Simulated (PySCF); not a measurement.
Vanadium: a sound run and one with changed settings

Sound run: V [Ar] 3d3 4s2, V⁺ [Ar] 3d4. All numbers are calculated (PySCF 2.14, scalar relativity by spin-free X2C-1e, in Sapporo-DKH3-DZP-2012 (6s5p3d1f, 43 functions)). In the sound run the correlated levels freeze [Ar]. The sound run starts from symmetry-adapted Hartree-Fock orbitals and uses a fine grid where one is needed.

A second run was set up differently.

| species | method | sound run (hartree) | changed run (hartree) | converged |
| --- | --- | --- | --- | --- |
| V | MP2 | -948.17097 | -948.43200 | yes |
| V⁺ | MP2 | -947.93147 | -948.19631 | yes |

Ionisation energy of V:

| method | sound run (eV) | changed run (eV) |
| --- | --- | --- |
| UHF | 6.137 | 6.137 |
| MP2 | 6.517 | 6.414 |
| SCS-MP2 | 6.968 | 6.825 |

**Question.** What was changed?
A. all electrons correlated in a valence basis
B. minimal basis
C. level shift left on
D. a valence shell is frozen

**Answer.** A. A valence basis has no tight correlating functions, so it recovers only part of the core correlation, and not evenly between atom and ion.
